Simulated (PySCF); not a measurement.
## Excitation energy of Bi by level of theory

Bi [Xe] 4f14 5d10 6s2 6p3 (4S) → Bi [Xe] 4f14 5d10 6s2 6p2 6d1 (high-spin determinant), as a difference of total energies. Computed with PySCF 2.14 in aug-cc-pVTZ-DK3 (9s8p6d3f, 84 functions), with the spin-free X2C one-electron Hamiltonian (Gaussian nucleus). Correlated levels: valence: [Xe] 4f14 5d10 frozen. The calculations carry no spin-orbit coupling.

```tsv
method	excitation energy (eV)
UHF	7.164
PBE	6.686
PBE0	6.912
BHandHLYP	7.040
M06-2X	7.222
MP2 (valence)	7.225
SCS-MP2 (valence)	7.205
```

Problem. Estimate what LDA gives.

Solution. 6.863 eV, closest to PBE0 among the rows shown.

Problem. Estimate what r2SCAN gives.

Solution. 7.101 eV, closest to BHandHLYP among the rows shown.

Spin-orbit coupling is strong in these open shells (close to jj coupling). The scalar numbers leave it out and a first-order estimate fails, so it can dominate the gap to the real levels.

The promoted electron is Rydberg-like, and one or two diffuse shells describe it only roughly, which tends to raise the upper state.

The determinant of the upper state mixes LS terms, which raises its energy above the lowest term, most at the Hartree-Fock and MP2 levels.
